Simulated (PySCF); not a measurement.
Compound: C₄H₆F₄O₃.
Numbering: `[CH3:1][O:2][C@@H:3]([O:4][CH2:5][F:6])[O:7][C:8]([F:9])([F:10])[F:11]` (hydrogens: H12, H13, H14 on C1; H15 on C3; H16, H17 on C5)

The geometry is computed with GFN2-xTB (gas phase).

Entries marked ? are missing. Bonds in one row agree within 0.01 Å.

```csv
coordinate,value
C1–O2,1.422 Å
O2–C3,?
C3–O4,?
O4–C5,1.382 Å
C5–F6,1.368 Å
C3–O7,1.432 Å
O7–C8,?
"C8–F9, C8–F10, C8–F11",1.335 Å
"C1–H12, C1–H13, C1–H14",1.091 Å
C3–H15,1.113 Å
C5–H16,1.098 Å
C5–H17,1.094 Å
C1–O2–C3,114.9°
O2–C3–O4,?
O2–C3–O7,?
O4–C3–O7,107.1°
C3–O4–C5,115.5°
O4–C5–F6,?
C3–O7–C8,117.5°
O7–C8–F9,108.5°
O7–C8–F10,114.7°
O7–C8–F11,113.5°
F9–C8–F10,106.5°
F9–C8–F11,106.8°
```

Problem. Estimate the withheld lengths and angles.

Solution. 
- O2–C3 = 1.359 Å, drawn single (ether oxygen to sp3 carbon bearing three or more oxygens); 0.06 Å below the sum of covalent radii, 1.42 Å.
- C3–O4 = 1.387 Å, drawn single (sp3 carbon bearing three or more oxygens to ether oxygen); 0.03 Å below the sum of covalent radii, 1.42 Å.
- O7–C8 = 1.327 Å, drawn single (ether oxygen to CF3 carbon); 0.09 Å below the sum of covalent radii, 1.42 Å.
- O2–C3–O4 = 110.8°, at the sp3 carbon bearing three or more oxygens; the outer atoms are 2.260 Å apart.
- O2–C3–O7 = 108.5°, at the sp3 carbon bearing three or more oxygens; the outer atoms are 2.266 Å apart.
- O4–C5–F6 = 110.5°, at the sp3 C–F carbon; the outer atoms are 2.260 Å apart.

Radii are Cordero's, carbon taken as 0.76, 0.73 or 0.69 Å for four, three, and two or fewer neighbours.

Whether it is a minimum is left open (no frequencies). The numbers are those of one conformer (C1–O2–C3–O4 169°, O2–C3–O4–C5 -55°, C3–O4–C5–F6 -65°, O2–C3–O7–C8 -165°).
